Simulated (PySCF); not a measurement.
# Calcium: a sound run and one with changed settings

Sound run: Ca [Ar] 4s2, Ca⁺ [Ar] 4s1. Calculation: PySCF 2.14, in x2c-TZVPall (6s5p3d, 36 functions); scalar relativity by spin-free X2C-1e. In the sound run the correlated levels freeze [Ar]. The sound run starts from symmetry-adapted Hartree-Fock orbitals and uses a fine grid where one is needed.

Changed run: no relativity, point nucleus. This setting is unsound on purpose.

```csv
species,method,sound run (hartree),changed run (hartree),converged
Ca,UHF,-679.62020,-676.06919,yes
Ca,M06-L,-680.40757,-676.85754,yes
Ca,BP86,-680.52044,-676.97229,yes
Ca,MP2,-679.63866,-676.08772,yes
Ca,CCSD(T),-679.64840,-676.09757,yes
Ca⁺,UHF,-679.43136,-675.88122,yes
Ca⁺,M06-L,-680.18302,-676.63409,yes
Ca⁺,BP86,-680.29226,-676.74515,yes
```

Ionisation energy of Ca:

```json
{"method": "UHF", "sound run (eV)": "5.139", "changed run (eV)": "5.115"}
{"method": "M06-L", "sound run (eV)": "6.110", "changed run (eV)": "6.080"}
{"method": "BP86", "sound run (eV)": "6.209", "changed run (eV)": "6.181"}
{"method": "MP2", "sound run (eV)": "5.641", "changed run (eV)": "5.619"}
{"method": "SCS-MP2", "sound run (eV)": "5.742", "changed run (eV)": "5.720"}
{"method": "CCSD", "sound run (eV)": "5.906", "changed run (eV)": "5.887"}
{"method": "CCSD(T)", "sound run (eV)": "5.906", "changed run (eV)": "5.887"}
{"method": "CCSDT", "sound run (eV)": "5.906", "changed run (eV)": "5.887"}
{"method": "FCI", "sound run (eV)": "5.906", "changed run (eV)": "5.887"}
```

Most of the change in total energy is the relativistic energy itself. On top of that the contraction fixes the core shape for the Hamiltonian it was made with, so the changed run is not a good calculation with the other Hamiltonian either.

For comparison, NIST gives 6.113 eV between the lowest levels.
